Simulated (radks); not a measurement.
Problem. Calculated with a radial shooting solver on a logarithmic mesh with Libxc functionals: Dirac Kohn-Sham, PBEsol, spin-unpolarised, spherical densities, finite nucleus; open shells fill j = l - 1/2 first; Fermi nuclear charge, rms radius of each element as measured or else 0.836 A^(1/3) + 0.57 fm. Each species is in its NIST ground configuration. Rank V, Zn, Sc, Co, Fe, Cr, Cu, Ni, Mn, Ti by mean radius of the outermost orbital (bohr), largest first.

Solution. Sc 3.71, Ti 3.50, Cr 3.42, V 3.34, Mn 3.08, Fe 2.98, Cu 2.92, Co 2.88, Ni 2.80, Zn 2.64.
